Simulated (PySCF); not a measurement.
## Spin-state energies of [RhF6]-

The complex [RhF6]- (charge -1) contains Rh(V), shell d4. The structure is a PBE0-D3(BJ)/def2-TZVP geometry optimised for multiplicity 3; coordination octahedral, point group Oh, metal–donor distances 1.86 Å.

The d shell alone is too small an active space for [RhF6]- (an active orbital has only 0.54 squared overlap with the free ion's shell): its levels, fitted parameters, g values and moments show what this model gives and aren't sound predictions.

```
7

Rh    0.000    0.000    0.000
F     0.000    0.000    1.859
F     0.000    0.000   -1.859
F     1.859    0.000    0.000
F    -1.859    0.000    0.000
F     0.000    1.859    0.000
F     0.000   -1.859    0.000
```

Method (PySCF 2.14, density fitting): CASSCF(4,5) with orbitals averaged over all microstates of the shell, strongly contracted NEVPT2 on the averaged canonical orbitals; basis x2c-TZVPall on the metal, x2c-SVPall elsewhere; spin-free X2C; IEF-PCM dichloromethane; spin-orbit coupling by state interaction with the mean-field operator over all roots.

The unrestricted Kohn–Sham energies use the same basis, Hamiltonian, solvent and geometry. All energies are vertical, in cm⁻¹ above the lowest state with 2S+1 = 5; a negative value means that the lower spin is more stable. A dash marks a spin without a sound unrestricted solution.

```csv
method,2S+1 = 3,2S+1 = 1
CASSCF,-18096,-9798
NEVPT2,-21786,-14225
TPSSh,-20619,–
B3LYP,-20377,–
PBE0,-19986,–
```

**Question.** How does exact exchange act on the 2S+1 = 3 state?

**Answer.** From TPSSh (10 % exact exchange) to PBE0 (25 %) it moves by +633 cm⁻¹ against the high-spin state, so more exact exchange favours high spin, the usual trend.

The functionals differ in more than their exact exchange.

The active space of the d orbitals alone lacks metal–ligand bonding pairs, which usually tilts NEVPT2 towards high spin.

The ground state is orbitally degenerate in this regular structure, which would distort (Jahn–Teller).
